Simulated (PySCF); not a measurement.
B(vinyl)(OH)2 (C₂H₅BO₂), SMILES C(=C)B(O)O.

Geometry: B3LYP-D3(BJ)/def2-SVP. Other conformers were not sampled.

Two levels are set side by side: PBE/def2-TZVP (PySCF) and PBE0/def2-TZVP (PySCF). Same geometry, gas phase. Differences are taken from unrounded values.

```tsv
quantity	PBE0	PBE	PBE minus PBE0
orbital gap (eV)	7.13	5.00	-2.13
highest occupied level (eV)	-7.88	-6.73	1.15
lowest empty level (eV)	-0.75	-1.72	-0.98
dipole moment (D)	1.28	1.25	-0.03
mean polarisability (bohr³)	45.2	47.0	1.8
```

Without exact exchange PBE keeps part of each electron's self-repulsion, which lifts occupied levels and narrows the gap. PBE's more diffuse valence density responds more strongly to a field. Differences between two approximate levels are no errors against the true value.

Rough cost on one machine, each run with all the roots and properties that it gave: PBE0 against PBE within a factor of 2.
